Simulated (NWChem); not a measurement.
HfNH$_{5}$; SMILES [NH2][HfH3]

Results from NWChem. All runs use the structure optimised with PBE0/def2-SVP. No frequency run checked for a minimum. def2 effective core potentials on Hf; no spin-orbit coupling. Ions are spin-unrestricted doublets at the neutral geometry; other ion states weren't tried.

Task: What does the run give for B3LYP/def2-SVP? Quantities: −ε(HOMO) (eV).

Result: 
| Quantity | Result |
|---|---|
| −ε(HOMO) (eV) | 7.54 |
